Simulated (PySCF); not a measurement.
A structure optimised at B3LYP-D3(BJ)/def2-SVP, used in a PySCF frequency run:

```
Si
N 1 1.7210
H 2 1.0167 1 118.63
H 2 1.0178 3 110.19 1 139.15
H 1 1.4836 2 108.82 3 -45.63
H 1 1.4859 5 113.19 2 120.76
S 1 2.2008 5 103.45 6 114.79
Si 7 2.1302 1 98.84 5 -160.64
H 8 1.4828 7 107.94 1 -172.88
H 8 1.4848 9 111.45 7 123.68
Cl 8 2.0982 9 108.07 10 115.54
```

Task: Write its SMILES and formula.

Result: N[SiH2]S[SiH2]Cl, ClH₆NSSi₂

Task: What are its rotational constants (standard atomic weights)?

Result: 2.3951, 1.4113, 0.97730 GHz
